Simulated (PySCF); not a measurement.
# Hartree-Fock beside MP2: Al2H3O2 cation

These are calculations, not measurements. They come from PySCF 2.14.0, an open-source quantum chemistry program, on an isolated molecule that a program drew, which may never have been made. The molecule is Al2H3O2 cation (charge +1, singlet), drawn as the SMILES string `[OH][Al+][AlH][OH]`.

The geometry was optimised and harmonic frequencies were computed with HF and MP2, all in the cc-pV(D+d)Z basis, for the commonest isotopes, with a restricted reference for singlets and an unrestricted one otherwise, and a frozen core in MP2. Each result is a local minimum of its method.

Geometry at the HF minimum:
```xyz
7
Al2H3O2 cation, angstrom
O     2.3740   -0.5871    2.7551
Al    2.0739   -0.9641    1.2194
Al    1.4740   -1.5571   -1.3064
O    -0.1349   -1.1809   -1.3454
H     2.5266   -0.3603    3.6556
H     2.5526   -2.1008   -2.2783
H    -0.8574   -1.1837   -1.9545
```

Lengths of the bonds as drawn, in Å (atoms numbered as above):
| bond | HF | MP2 |
|---|---|---|
| O1-Al2 | 1.610 | 1.628 |
| Al2-Al3 | 2.663 | 2.650 |
| Al3-O4 | 1.653 | 1.683 |
| O1-H5 | 0.941 | 0.959 |
| Al3-H6 | 1.550 | 1.555 |
| O4-H7 | 0.945 | 0.967 |

Rotational constants, in GHz:
| constant | HF | MP2 |
|---|---|---|
| A | 16.07 | 15.11 |
| B | 1.647 | 1.678 |
| C | 1.494 | 1.511 |

Harmonic frequencies in cm^-1, each column in rising order, so a row needn't be the same motion in every method:
```
rank    HF   MP2
   1    83    69
   2   126   107
   3   174   151
   4   295   288
   5   371   298
   6   376   300
   7   424   414
   8   479   459
   9   494   537
  10   627   604
  11   955   904
  12  1057  1017
  13  2119     ?
  14  4193  3891
  15  4254  4002
```

**Estimate the missing MP2 frequency from the HF column.**

A single factor s that minimises the squared misfit of MP2 against s times HF over the other rows is sum(HF x MP2) / sum(HF^2) = 0.9361, with an rms misfit of 32 cm^-1. For rank 13 it gives 0.9361 x 2119 = 1984 cm^-1. The calculation gives 2076 cm^-1, 92 cm^-1 above the estimate. The drawn bonds are on average 1.2 % longer in MP2 than in HF.
